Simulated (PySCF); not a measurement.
Simulated C 1s region for `C=CO[SiH2]Br`, binding energy against the vacuum level.

Every computed line was given a Gaussian of 0.8 eV full width at half maximum and an area set by the number of equivalent atoms; the highest printed point is 100. Computed, not measured: PySCF, delta-SCF UKS SCAN, pcX-2 on the ionised atom, pcseg-1 elsewhere, spin-free X2C.

(binding energy (eV), intensity): (289.1, 0), (289.2, 1), (289.3, 2), (289.4, 4), (289.5, 9), (289.6, 16), (289.7, 27), (289.8, 42), (289.9, 59), (290.0, 77), (290.1, 91), (290.2, 99), (290.3, 99), (290.4, 91), (290.5, 76), (290.6, 59), (290.7, 41), (290.8, 27), (290.9, 16), (291.0, 9), (291.1, 4), (291.2, 2), (291.3, 1), (291.4, 1), (291.5, 2), (291.6, 3), (291.7, 7), (291.8, 13), (291.9, 22), (292.0, 36), (292.1, 52), (292.2, 70), (292.3, 86), (292.4, 97), (292.5, 100), (292.6, 95), (292.7, 82), (292.8, 66), (292.9, 48), (293.0, 32), (293.1, 20), (293.2, 11), (293.3, 6), (293.4, 3), (293.5, 1), (293.6, 0)

Q: How many maxima does the curve show, and how many computed lines lie under it?

A: The curve has 2 maxima (at 290.2 and 292.5 eV). Under it lie 2 lines from 2 inequivalent carbon sites.

Q: Decompose the envelope and assign each component. Numbering: `[CH2:1]=[CH:2][O:3][SiH2:4][Br:5]`.

A: 
```
position (eV)  relative area  line  atoms                    environment
       290.25              1  C 1s     C1           terminal =CH2 carbon
       292.49              1  C 1s     C2  vinylic carbon bearing oxygen
```

Q: What are the centre and the root-mean-square width of the whole band?

A: The area-weighted mean of the lines is 291.37 eV. Their own spread about it is 1.12 eV (rms) and each Gaussian has σ = 0.8/2.355 = 0.34 eV; the variances add, which gives 1.17 eV.

Q: Above which line width would these two lines show one maximum?

A: Two equal Gaussians merge once their distance is under 2σ = FWHM/1.177. With 2.24 eV between them that is a full width over 2.64 eV.

Lowest listed C 1s: C1, bonded to C (double bond) and 2 H. Highest, 2.24 eV above it: C2, bonded to O, C (double bond) and H. Summing the Pauling electronegativity differences to the bonded atoms, each weighted by its formal bond order, gives -0.70 for the lowest site and +0.54 for the highest.

Shake-up satellites, vibrational structure and lifetime widths aren't simulated. Isolated species at its PBE0-D3(BJ)/def2-SVP geometry (one conformer only).

The values belong to the conformer `[CH2:1]=[CH:2][O:3][SiH2:4][Br:5]`: C1–C2–O3–Si4 13°, C2–O3–Si4–Br5 -71°.
